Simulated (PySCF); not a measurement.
**Electronic structure of Zn⁺ (zinc, charge +1) at the LDA level**

Configuration: [Ar] 3d10 4s1, 2S determinant. Calculation: PySCF 2.14, in jorge-DZP-DKH (8s6p2d1f, 43 functions); the spin-free X2C one-electron Hamiltonian (Gaussian nucleus).

| Quantity | Value |
| --- | --- |
| Total energy | -1792.364 hartree |
| One-electron energy | -2492.587 hartree |
| Hartree (Coulomb) energy | 769.006 hartree |
| Exchange-correlation energy | -68.783 hartree |
| ⟨S²⟩ | 0.7504 |
| ⟨L²⟩ | 0.000 |
| Sum of ⟨r⟩ | 18.62 bohr |
| Sum of ⟨r²⟩ | 21.80 bohr² |
| Langevin diamagnetic susceptibility | -17.3 ×10⁻⁶ cm³/mol |
| Time after the integrals | 0.33 s of wall time on 1 thread of Neoverse-V1 (shared host) |

| shell | electrons | mean orbital energy (eV) | rms radius, mean of both spins (bohr) |
| --- | --- | --- | --- |
| 1s α | 1 | -9507.7 | 0.0581 |
| 1s β | 1 | -9507.7 | 0.0581 |
| 2s α | 1 | -1164.5 | 0.246 |
| 2s β | 1 | -1164.4 | 0.246 |
| 2p α | 3 | -1012.7 | 0.219 |
| 2p β | 3 | -1012.7 | 0.219 |
| 3s α | 1 | -137.32 | 0.734 |
| 3s β | 1 | -137.29 | 0.734 |
| 3p α | 3 | -92.165 | 0.776 |
| 3p β | 3 | -92.110 | 0.776 |
| 3d α | 5 | -19.247 | 1.01 |
| 3d β | 5 | -19.051 | 1.01 |
| 4s α | 1 | -14.454 | 2.56 |

Densities and radii are taken from the X2C orbitals without a picture-change correction, which distorts them close to the nucleus.
